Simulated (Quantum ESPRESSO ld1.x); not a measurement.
The numbers below are computed, except where a source is named.
Problem. The mean radii <r> (bohr) of the occupied orbitals of an atom or ion are listed with their occupations. Code: ld1.x of Quantum ESPRESSO 7.5. Model: Dirac Kohn-Sham, LDA (Slater exchange, Perdew-Wang correlation), spin-unpolarised, spherical densities, point nucleus.

| orbital | occ. | <r> |
|---|---|---|
| 1s1/2 | 2 | 0.03921 |
| 2s1/2 | 2 | 0.1724 |
| 2p1/2 | 2 | 0.1476 |
| 2p3/2 | 4 | 0.1518 |
| 3s1/2 | 2 | 0.4929 |
| 3p1/2 | 2 | 0.4920 |
| 3p3/2 | 4 | 0.5026 |
| 3d3/2 | 4 | 0.4965 |
| 3d5/2 | 6 | 0.5002 |
| 4s1/2 | 2 | 1.356 |
| 4p1/2 | 2 | 1.546 |
| 4p3/2 | 4 | 1.581 |
| 5s1/2 | 2 | 4.273 |

Name the element and its charge. Open shells, if any, fill j = l - 1/2 first.

Solution. Z = 38, strontium, charge 0: Sr in [Kr] 5s2. The 1s radius gives Z: for a bare nucleus <r> = (2 gamma + 1)/(2Z) with gamma = sqrt(1 - (Z/c)^2), 0.03844 bohr for Z = 38, and screening makes it slightly larger (0.03921 here). The occupations add up to 38, and the charge is Z minus that.
